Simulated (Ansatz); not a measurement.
One change: `[SH][SnH2][SeH]` becomes `[PH2][SnH2][SH]`.

Ansatz, PBE0-D4/def2-TZVP geometries, multiplicity 1. Each molecule was computed in one conformer, which needn't be the lowest.

Elements past krypton have def2 core potentials. Scalar relativity is left out up to krypton.

```json
{"property": "HOMO energy (PBE/def2-TZVPP) / eV", "`[SH][SnH2][SeH]`": "-5.95"}
{"property": "zero-point energy (PBE0-D4/def2-TZVP) / kJ/mol", "`[SH][SnH2][SeH]`": "80.5"}
{"property": "HOMO energy (ωB97M-V/def2-TZVPP) / eV", "`[SH][SnH2][SeH]`": "-9.21"}
{"property": "LUMO energy (PBE/def2-TZVPP) / eV", "`[SH][SnH2][SeH]`": "-2.02"}
{"property": "HOMO–LUMO gap (ωB97M-V/def2-TZVPP) / eV", "`[SH][SnH2][SeH]`": "9.85"}
{"property": "HOMO–LUMO gap (PBE0/def2-TZVPP) / eV", "`[SH][SnH2][SeH]`": "5.93"}
```

Question: What does the change do to each property? (An estimate is asked.)

Answer: The calculation gave: 
```json
{"property": "HOMO energy (PBE/def2-TZVPP) / eV", "`[PH2][SnH2][SH]`": "-6.02", "shift": "-0.07"}
{"property": "zero-point energy (PBE0-D4/def2-TZVP) / kJ/mol", "`[PH2][SnH2][SH]`": "105.1", "shift": "24.6"}
{"property": "HOMO energy (ωB97M-V/def2-TZVPP) / eV", "`[PH2][SnH2][SH]`": "-9.35", "shift": "-0.14"}
{"property": "LUMO energy (PBE/def2-TZVPP) / eV", "`[PH2][SnH2][SH]`": "-1.61", "shift": "0.41"}
{"property": "HOMO–LUMO gap (ωB97M-V/def2-TZVPP) / eV", "`[PH2][SnH2][SH]`": "10.39", "shift": "0.54"}
{"property": "HOMO–LUMO gap (PBE0/def2-TZVPP) / eV", "`[PH2][SnH2][SH]`": "6.49", "shift": "0.56"}
```

With PBE0 the HOMO falls by 0.12 eV and the LUMO rises by 0.44 eV, so the gap widens by about 0.56 eV. PBE moves the HOMO by -0.07 eV and ωB97M-V by -0.14 eV. The zero-point energy changes by 24.6 kJ/mol with +3 modes.

Spin–orbit coupling is left out; it splits and shifts lone-pair levels of the heavy atoms by tenths of an eV.
